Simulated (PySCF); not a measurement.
C$_{4}$H$_{3}$O, charge -1, singlet, at a GFN2-xTB geometry (in this run its highest filled SCF level lies above zero, so its values depend strongly on the basis, on diffuse functions most of all). Base run: PySCF with R2SCAN/def2-SVP.

Input for PySCF:
```python
from pyscf import gto, scf, dft

mol = gto.Mole()
mol.atom = '''
    O     0.00331424   -0.00072523    1.15085558
    C    -0.00480857    1.10916172    0.26448605
    C     0.00618756   -1.05863609    0.30308132
    C    -0.00715679    0.81484723   -1.06555540
    C     0.00039392   -0.64547339   -0.98975849
    H    -0.00807905    2.06158188    0.79005941
    H     0.01244746   -2.04160206    0.76339482
    H     0.00142101   -1.33357490   -1.83381975
'''
mol.basis = 'def2-svp'
mol.charge = -1
mol.verbose = 4
mol.symmetry = True
mol.build()

mf = dft.RKS(mol)
mf.xc = 'r2scan'
mf.kernel()
mf.analyze()
```

The base run was repeated with changes; each row names its change, and settings that it needs were set with it.

```
change                    ΔE vs base (eV)  point group used  SCF cycles        outcome
------------------------  ---------------  ----------------  ----------  -------------
base                                 0.00                Cs          11      converged
irrep_nelec = A':28 A":8            11.89                Cs          14      converged
irrep_nelec = A':32 A":4                -                 -          25  not converged
symmetry = off                       0.00                C1          11      converged
```
